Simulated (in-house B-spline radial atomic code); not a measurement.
Radial electron density of the zinc ion Zn⁴⁺, [Ne] 3s2 (3p1/2)1 (3p3/2)3 3d10. Method: Dirac-Hartree-Fock, average of the jj configuration, Fermi nucleus of rms radius 3.9283 fm. Calculated with a radial B-spline atomic code at the basis-set limit.

Columns: r (bohr), 4πr²n(r) (electrons per bohr), bar.

```
 0.00192   0.8875 #
 0.00229    1.224 #
 0.00274    1.691 ##
 0.00327    2.314 ##
  0.0039    3.142 ###
 0.00465    4.234 ####
 0.00555    5.667 ######
 0.00662    7.498 ########
  0.0079    9.806 ##########
 0.00942    12.62 #############
  0.0112    15.91 #################
  0.0134     19.8 #####################
   0.016    23.98 #########################
  0.0191     28.2 ##############################
  0.0228    32.04 ##################################
  0.0272    34.99 #####################################
  0.0324    36.55 #######################################
  0.0387    36.42 ######################################
  0.0462    34.66 #####################################
  0.0551    31.96 ##################################
  0.0657    29.52 ###############################
  0.0784    28.74 ##############################
  0.0936    30.58 ################################
   0.112     34.8 #####################################
   0.133    39.28 #########################################
   0.159     41.7 ############################################
    0.19    39.72 ##########################################
   0.226    33.73 ####################################
    0.27    26.14 ############################
   0.322    20.89 ######################
   0.384    19.85 #####################
   0.458    21.82 #######################
   0.547    23.51 #########################
   0.653    22.24 #######################
   0.779    17.88 ###################
   0.929    12.18 #############
    1.11        7 #######
    1.32    3.486 ####
    1.58    1.421 #
    1.88   0.4919 #
    2.25   0.1281 
    2.68  0.02539
```

On this grid the curve has 3 maxima, near 0.0324, 0.159, 0.547 bohr.

The 3d3/2 radial function P(r) = rR(r), positive near the nucleus, with its small component Q(r) (sign convention: Q ≈ (P' + κP/r)/2c):

```json
{"r (bohr)": "0.016", "P": "0.001259", "Q": "0.00131"}
{"r (bohr)": "0.0228", "P": "0.00334", "Q": "0.002451"}
{"r (bohr)": "0.0324", "P": "0.008614", "Q": "0.004423"}
{"r (bohr)": "0.0462", "P": "0.02172", "Q": "0.007692"}
{"r (bohr)": "0.0657", "P": "0.05195", "Q": "0.01257"}
{"r (bohr)": "0.0936", "P": "0.1172", "Q": "0.01903"}
{"r (bohr)": "0.133", "P": "0.2418", "Q": "0.02591"}
{"r (bohr)": "0.19", "P": "0.4519", "Q": "0.03094"}
{"r (bohr)": "0.27", "P": "0.7309", "Q": "0.03106"}
{"r (bohr)": "0.384", "P": "1.002", "Q": "0.02503"}
{"r (bohr)": "0.547", "P": "1.127", "Q": "0.01517"}
{"r (bohr)": "0.779", "P": "1.008", "Q": "0.006324"}
{"r (bohr)": "1.11", "P": "0.6971", "Q": "0.001256"}
{"r (bohr)": "1.58", "P": "0.3505", "Q": "-0.0004086"}
{"r (bohr)": "2.25", "P": "0.112", "Q": "-0.0003723"}
```
